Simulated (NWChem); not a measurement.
Species: C2H9NSi; SMILES CC[SiH2]N

```xyz
13

Si    -0.5719    -0.7217     0.1639
N      0.9289    -1.5244    -0.1939
C     -0.5086     1.0640    -0.4272
C      0.6043     1.9007     0.2000
H     -1.6356    -1.4859    -0.5590
H     -0.9413    -0.7058     1.6247
H      1.7763    -1.2211     0.2744
H      0.9232    -2.5360    -0.2674
H     -0.4054     1.0487    -1.5259
H     -1.4944     1.5161    -0.2173
H      0.5197     1.9353     1.2987
H      0.5888     2.9418    -0.1600
H      1.5993     1.4928    -0.0418
```
Atoms are numbered in this order, from 1.

Program: NWChem. The geometry was optimised at PBE0/def2-SVP. Ions are spin-unrestricted doublets at the neutral geometry. Hybrids' shares of exact exchange are those that their runs print; pure functionals count as 0. The functionals differ in more than this share.

| row | share of exact exchange | ΔSCF ionisation energy minus −ε(HOMO) (eV) |
|---|---|---|
| PBE/def2-SVP | 0.00 | 3.35 |
| B3LYP/def2-SVP | 0.20 | withheld |
| BHandHLYP/def2-SVP | 0.50 | 0.99 |
| Hartree-Fock/def2-SVP | 1.00 | -2.11 |

**Question.** Fit a straight line of the last column on the one before it, predict the withheld value, and compare with the run.

**Answer.** 
1. Means of the 3 shown rows: x = 0.500, y = 0.743. Slope Σ(x − x̄)(y − ȳ)/Σ(x − x̄)² = -2.730/0.5000 = -5.460; intercept 3.473.
2. The shown rows scatter about the line by 0.174 (root mean square); the largest residual is +0.25, at BHandHLYP/def2-SVP.
3. At x = 0.20 (B3LYP/def2-SVP; inside the shown range) the line gives 2.38.
4. The run gives 2.48, +0.10 from the line, 0.6 times the scatter. The line crosses zero at a share of 0.64.
